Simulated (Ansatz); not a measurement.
Al2S3. Total charge 0; singlet. Geometry PBE-D4/def2-SVP; atoms count from 1.

```tsv
atom	x (Å)	y (Å)	z (Å)
Al1	-1.505	0.433	-0.464
Al2	1.286	-0.417	0.916
S3	-2.192	0.780	-2.332
S4	-0.755	0.056	1.560
S5	3.166	-0.852	0.319
```

The structure comes from a short search, and lower isomers may exist.

Estimate the Mulliken populations from the PBE0/def2-TZVP orbitals of Ansatz.


```tsv
atom	charge (e)
Al1	0.36
Al2	0.36
S3	-0.27
S4	-0.18
S5	-0.27
```
Mulliken values and Mayer orders depend strongly on the basis.

And the Mayer bond orders between bonded heavy atoms (over 0.3)?

Al1–S3 2.31 (2.02 Å); Al1–S4 1.18 (2.19 Å); Al2–S4 1.18 (2.19 Å); Al2–S5 2.31 (2.02 Å).
